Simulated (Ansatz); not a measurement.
Reaction: BNH4 (SMILES BN) → BNH4+ (parent SMILES BN, doublet) + e-
Each species at its own B3LYP-D3(BJ)/def2-TZVP minimum (Ansatz, a program for electronic structure).

Quantity: adiabatic ionisation energy (electronic), in eV. Open shells are spin-unrestricted; no spin-orbit coupling. CBS(X,Y): correlation extrapolated as X^-3, Hartree-Fock from the larger set. A bracket is a step between two methods taken in the basis named. The functionals are non-relativistic, so their misses hold any scalar relativity. Double hybrids freeze cores in their MP2 part. 'core' is core correlation in cc-pwCVTZ, 'X2C' scalar relativity in cc-pVTZ-DK, both at CCSD(T). The spin of H4BN+ (parent SMILES BN, doublet) was assumed, and the state is the lowest solution found for it.

CCSD(T)/CBS(cc-pVTZ,cc-pVQZ) + [CCSDT(Q) - CCSD(T)]/cc-pVTZ + core + X2C (Ansatz) gives 10.74 eV.

Task: What does PBE/def2-TZVPD (Ansatz) give here, and how do the other levels compare?

Result: PBE gives 10.39 eV, 0.35 eV below it. Differences of the others: r2SCAN/def2-TZVPD (Ansatz) -0.42; wB97M-V/def2-TZVPD (Ansatz) -0.16; B2PLYP/def2-TZVPD (Ansatz) -0.19; CCSD(T)/CBS(cc-pVTZ,cc-pVQZ) + core + X2C (Ansatz) 0.01 eV.
